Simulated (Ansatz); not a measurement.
The same redistribution along the group Ti, Zr, Hf.

Program: Ansatz. Geometries: PBE0-D4/def2-TZVP. ΔE: electronic, gas phase. CCSD(T)/CBS adds triple-zeta CCSD(T) − MP2 to the extrapolated MP2 energy (def2 sets, frozen cores). Functionals use def2-TZVPP. Elements past krypton have def2 core potentials. For Br, Hf, Se, Ti, Zr outer-core shells are correlated without core-valence functions, which leaves a few kJ/mol of doubt a bond. Scalar relativity is left out up to krypton. Each species was taken in one conformer, which may not be the lowest.

```tsv
reaction	revPBE-D4 (kcal/mol)	LDA (SPW92) (kcal/mol)	B2PLYP (kcal/mol)	CCSD(T)/CBS(def2) (kcal/mol)
`[OH][Ti]([F])([F])[F]` + `[SeH][SiH2]Br` → `[F][Ti]([F])([F])[Br]` + `O[SiH2][SeH]`	-3.5	-4.3	-5.8	-4.2
`[OH][Zr]([F])([F])[F]` + `[SeH][SiH2]Br` → `[F][Zr]([F])([F])[Br]` + `O[SiH2][SeH]`	-4.6	-5.2	-6.6	-5.7
`[OH][Hf]([F])([F])[F]` + `[SeH][SiH2]Br` → `[F][Hf]([F])([F])[Br]` + `O[SiH2][SeH]`	-4.4	-5.1	-6.4	-5.6
```

Largest T1 diagnostic: 0.023, for `[OH][Ti]([F])([F])[F]`.
